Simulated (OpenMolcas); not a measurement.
# Potential curves of SeO: spin-free states

Calculated with OpenMolcas 26.06: state-averaged CASSCF(8,6) over Se 4p, O 2p, XMS-CASPT2 (IPEA 0.25, imaginary shift 0.2 hartree), scalar X2C, ANO-RCC-VTZP, then RASSI spin–orbit state interaction with atomic mean-field integrals. C2 symmetry about the axis (a holds Σ, Δ, Γ; b holds Π, Φ, H; Σ⁺ and Σ⁻ are not told apart); roots by multiplicity and irrep: 3a 5, 1a 4, 3b 4, 1b 4, 5b 2.

XMS-CASPT2 energies in eV from the lowest point. Curves are followed by energy order within each symmetry, so they are adiabatic and may change character at avoided crossings; Σ⁺ and Σ⁻ are counted together.

```
R (Å)  (1)3Σ  (1)1Δ  (1)1Σ  (2)1Σ  (1)5Π
1.576  0.123  0.895  1.492  4.437  7.564
1.650  0.000  0.741  1.291  3.653  6.496
1.732  0.130  0.826  1.321  3.149  5.626
1.815  0.432  1.071  1.513  2.909  5.001
1.931  1.006  1.553  1.918  2.853  4.472
2.079  1.834  2.241  2.510  3.040  4.227
2.310  3.031  3.183  3.330  3.513  4.182
2.640  4.062  4.005  4.056  4.066  4.326
3.135  4.467  4.417  4.415  4.434  4.449
3.795  4.380  4.524  4.521  4.529  4.435
```

Left out for impure symmetry, kinks or missing points, though low: (1)3Δ, (1)3Π, (2)3Σ, (2)3Π, (1)1Π, (3)3Σ, (2)1Π. Only roots inside an energy window near the equilibrium distance were included, so the list of states is not complete; labels number the states computed. Each spin and symmetry block has orbitals of its own, averaged over its own roots, so gaps between blocks are less sure than gaps within one and near the minimum can be off by tenths of an eV, in bad cases by more. No Rydberg orbitals are active, so Rydberg states, and σ→σ* states whose orbital the CASSCF left unused, can be missing between those listed. CASPT2 splits the two components of degenerate states numerically, here by up to 94 cm⁻¹. At stretched bonds a block can hold a wrong CASSCF solution and miss its lowest state; points past a visible jump are left out. No roots were computed in block 5a (none fell in the window or the block failed), so states of that kind are missing and can lie low or lowest. Points that failed a check (symmetry, reference weights, a jump) are left out.
